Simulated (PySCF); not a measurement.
# Reading the logs of faulty runs: BCGeH6

Calculated results; nothing here was measured. The program is PySCF 2.14.0, an open-source quantum chemistry code, run on an isolated molecule that a program drew, which may never have been made. The molecule is BCGeH6 (charge 0, doublet), drawn as the SMILES string `C[BH][GeH2]`.

Each row is a Hartree-Fock (HF) and frozen-core CCSD(T) single point in the cc-pVDZ basis, meant for a local HF minimum. Run 1 is clean. Each other run has one planted mistake out of seven kinds, and not every kind appears here: one electron removed, one electron added, multiplicity raised by two, geometry at a saddle point, minimal basis STO-3G, one bond length entered in bohr, all coordinates scaled. The reference is restricted for singlets and unrestricted otherwise, and also for a bond in bohr. Adding or removing an electron swaps singlet and doublet. Electrons count all cores. HOMO and LUMO are orbital energies over both spins, the gradient is its largest component, and the lowest frequency (negative if imaginary) is given only where the gradient is small. Bond lengths are over the 8 bonds as drawn. T1 is the CCSD diagnostic: over 0.02 (restricted) or 0.045 (unrestricted) a single reference is doubtful. Germanium has the cc-pVDZ-PP basis, with a core potential (ECP10MDF) in place of its 10 inner electrons, and its 3s, 3p and 3d shells are frozen in CCSD(T).

Geometry of the clean run:
```xyz
9
BCGeH6, angstrom
C    -0.1258   -0.1954    3.5181
B    -0.6252   -0.8685    2.1826
Ge    0.0405   -2.6587    1.5072
H     0.6534   -0.7389    4.0548
H    -0.9780   -0.0539    4.1940
H     0.2467    0.8116    3.2939
H    -1.4839   -0.3386    1.5315
H     1.2596   -3.3707    2.0952
H    -0.2964   -3.2077    0.1224
```

| run | electrons | basis functions | <S^2> | HOMO (eV) | LUMO (eV) | gradient (hartree/bohr) | lowest frequency (cm^-1) | mean bond (Å) | longest bond (Å) | T1 | HF (hartree) | CCSD(T) (hartree) | mistake |
|---|---|---|---|---|---|---|---|---|---|---|---|---|---|
| 1 | 49 | 81 | 0.763 | -7.93 | 0.73 | 2.9e-05 | 99 | 1.3931 | 2.026 | 0.0153 | -359.38460 | -359.75818 | no fault |
| 2 | 49 | 81 | 3.763 | -5.62 | -2.11 | 8.5e-02 | - | 1.3931 | 2.026 | 0.0185 | -359.20253 | -359.57010 | multiplicity raised by two |
| 3 | 49 | 81 | 0.760 | -8.07 | 0.76 | 9.5e-02 | - | 1.2552 | 1.825 | 0.0123 | -359.29655 | -359.66088 | all coordinates scaled |
| 4 | 50 | 81 | 0.000 | -0.63 | 8.27 | 3.6e-02 | - | 1.3931 | 2.026 | 0.0206 | -359.38105 | -359.79439 | ? |

**Which mistake was planted in run 4, and what did it cost?**

It counts 50 electrons, one more than the clean run, at the same geometry and basis. So the mistake is: one electron added. Subtracting run 1 and multiplying by 627.51 kcal/mol a hartree, the energy moved by 2.2 kcal/mol in HF and -22.7 kcal/mol in CCSD(T).

Cautions from the logs. Run 4: T1 is over the limit, so its CCSD(T) energy is less reliable.
